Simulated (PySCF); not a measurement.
What does the PBE0-D3(BJ)/def2-TZVP structure of InChI=1S/C2H8O2Si/c1-5(2,3)4/h3-4H,1-2H3 look like in three dimensions?

Z-matrix in Å and degrees, rows numbered from 1:
```
C 
Si  1  1.8587
C   2  1.8603  1  110.68
O   2  1.6540  1  111.66  3   123.98
O   2  1.6437  1  108.84  3  -121.19
H   1  1.0930  2  110.55  3    65.75
H   1  1.0937  2  111.64  3   -53.99
H   1  1.0925  2  110.67  3  -174.69
H   3  1.0935  2  111.46  1    56.96
H   3  1.0925  2  110.77  1   177.57
H   3  1.0932  2  110.54  1   -62.78
H   4  0.9568  2  118.59  1   -59.50
H   5  0.9576  2  116.11  1  -127.19
```

Si2 (oxygen-bound silicon) is distorted tetrahedral (angles from 104.5° to 111.7°). O4 (silanol oxygen) is bent (angle 118.6°).

The calculation used PBE0-D3(BJ)/def2-TZVP geometry optimisation, gas phase (PySCF).

Point group: near Cs, missed by 0.17 Å at most; the miss may be what the optimiser left on a soft mode. No frequency check. The numbers are those of one conformer (C1–Si2–O4–H -60°, C1–Si2–O5–H -127°).
